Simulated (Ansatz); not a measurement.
Reaction (substitution at a C–Si bond): `[NH2][GaH][CH2][SiH3]` + HCl → `[NH2][GaH][CH2]Cl` + SiH₄

Gas-phase electronic energies from Ansatz, PBE0-D4/def2-TZVP geometries. CCSD(T)/CBS adds triple-zeta CCSD(T) − MP2 to the extrapolated MP2 energy (def2 sets, frozen cores). This one scheme is used for every species. Functionals use def2-TZVPP. B3LYP here is the variant with VWN-RPA as its local correlation; programs differ in this. For Ga outer-core shells are correlated without core-valence functions, which leaves a few kJ/mol of doubt a bond. Scalar relativity is left out up to krypton. One conformer a species, not always the lowest.

(1) Is it downhill or uphill in electronic energy at CCSD(T)/CBS, and by how much? (An estimate is asked.)

(2) What do these levels give: r2SCANh-D4, ωB97X-V, B2PLYP, B3LYP, CCSD/def2-SVP, SCS-MP2/def2-QZVPP? (Estimate.)

(3) What do rigid-rotor, harmonic-oscillator terms from PBE0-D4/def2-TZVP frequencies (298.15 K, 1 bar) make of the CCSD(T)/CBS value? (Best estimate.)

Largest T1 diagnostic among the species: 0.013.

## Answers

(1) Ansatz gave: Uphill: ΔE = +20.0 kcal/mol.

(2) The calculation gave: r2SCANh-D4 19.8, ωB97X-V 18.5, B2PLYP 18.3, B3LYP 16.9, CCSD/def2-SVP 18.4, SCS-MP2/def2-QZVPP 19.4 kcal/mol.

(3) The calculation gave: ΔZPE = +0.4 kcal/mol, ΔH = +20.2 kcal/mol, ΔS = -3 J/(mol·K), ΔG = +20.4 kcal/mol. Modes under 50 cm⁻¹ make the entropy rough.

The D4 term adds +1.3 kcal/mol with B3LYP and +0.8 kcal/mol with PBE0; it sums over pairs of atoms, weighted by their polarisabilities, and B3LYP, whose exchange is more repulsive, gets the larger term. Leaving LDA and LC-ωPBE aside and taking each functional with its dispersion term where it has one, the values, not all of them listed here, spread over 3.0 kcal/mol, from BLYP-D4 to PBE-QIDH. LDA lies +2.0 kcal/mol from PBE without D4.
